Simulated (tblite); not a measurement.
Species: C6H13NOSi.
Geometry (GFN2-xTB, Å), atoms numbered from 1 in this order:
```xyz
22
C6H13NOSi angstrom
C      3.6703    0.9907    0.6311
N      2.6031    0.6724    0.0507
C      2.0724   -0.6081    0.0664
C      2.7905   -1.7262   -0.0589
O      0.7327   -0.6382    0.1095
Si    -0.2309    0.6881    0.1069
C     -1.9696   -0.0812    0.1383
C     -2.2450   -0.9284   -1.1030
C     -3.0248    1.0104    0.2710
H      4.0230    2.0059    0.5214
H      4.2660    0.3148    1.2488
H      2.3047   -2.6796   -0.1444
H      3.8619   -1.6977   -0.1196
H      0.0192    1.5003    1.3022
H     -0.0080    1.4898   -1.0957
H     -2.0571   -0.7365    1.0118
H     -1.5060   -1.7200   -1.1980
H     -2.2080   -0.3136   -2.0001
H     -3.2330   -1.3850   -1.0453
H     -4.0247    0.5802    0.3140
H     -2.8651    1.5963    1.1725
H     -2.9819    1.6848   -0.5810
```

Computed values, GFN2-xTB/tblite, gas phase, harmonic and unscaled. This tight-binding method is rough: wavenumbers can miss measured ones by several per cent, in bad cases by 10 to 20. Modes of hydrogen on silicon can be 10 to 20 % off. One conformer, not necessarily the lowest.

Harmonic wavenumbers (cm⁻¹): 32.9, 48.0, 64.7, 94.5, 132.4, 161.4, 219.5, 232.8, 258.0, 274.5, 303.4, 377.9, 398.0, 422.8, 528.2, 609.4, 626.7, 673.6, 680.9, 747.8, 758.6, 769.4, 798.8, 821.3, 910.0, 945.8, 952.8, 973.5, 996.0, 1021.2, 1039.8, 1137.8, 1146.8, 1182.2, 1255.2, 1282.1, 1304.4, 1369.3, 1410.2, 1415.4, 1424.5, 1502.2, 1508.1, 1514.8, 1516.4, 1646.2, 1722.6, 2224.6, 2274.5, 2913.3, 2922.9, 2999.7, 3006.3, 3022.7, 3030.5, 3039.0, 3039.3, 3070.5, 3136.0, 3173.4.

A = 3162, B = 677.9, C = 583.7 MHz; mass 143.077 u (most abundant isotopes); point group C1, symmetry number 1.

Problem. What is the zero-point energy?

Solution. Half the sum of the wavenumbers: 38533 cm⁻¹ = 110.17 kcal/mol.

Problem. Entropy at 200 K, 1 bar (ideal gas, RRHO, classical rotation)?

Solution. Translation 38.83, rotation 28.74, vibration 26.84: S = 94.4 cal/(mol K).

Problem. And Cp and H(200 K) − H(0)?

Solution. Cp = 34.36 cal/(mol K), of which vibrations give 26.41 (their classical limit is 60 R = 119.2); H(200 K) − H(0) = 4.38 kcal/mol without the zero-point energy, 2.79 from vibrations.

Problem. What must be added to the electronic energy to get the Gibbs energy at 200 K and 1 bar?

Solution. ZPE + [H(200 K) − H(0)] − T·S = 110.17 + 4.38 − 18.88 = 95.67 kcal/mol.

Problem. How do the functions run with temperature in this model?

Solution. 
```tsv
T (K)	S (cal/(mol K))	Cp (cal/(mol K))	H − H(0) (kcal/mol)	G − H(0) (kcal/mol)	ln q(vib)
50	62.1	15.6	0.57	-2.53	1.05
100	75.1	22.5	1.53	-5.98	2.88
298.15	110.3	46.0	8.32	-24.56	9.86
373.15	121.5	54.4	12.09	-33.26	12.36
500	139.2	66.7	19.80	-49.81	16.47
750	169.8	84.1	38.82	-88.56	24.13
1000	195.7	95.7	61.39	-134.34	31.16
```

q(vib) and H(0) count from the zero-point level.

Problem. Blend soft modes into free rotors: weight 1/[1 + (100 cm⁻¹/ν̃)⁴] for the oscillator and the rest for a rotor with moment μB/(μ + B), μ = h/(8π²ν), B = 10⁻⁴⁴ kg m². What vibrational entropy results?

Solution. 24.08 cal/(mol K) in place of 26.84, which changes −T·S at 200 K by +0.55 kcal/mol.

Hindered rotation and anharmonicity are outside this model. Other conformers, if any are populated, would add a mixing term that is left out. The structure is chiral; the term R ln 2 for an equal mix with its mirror image is left out.

On one thread of an Intel Xeon at 2.70 GHz, no GPU, shared host, this took 2.0 s wall. This covers the Hessian and the dipole derivatives.
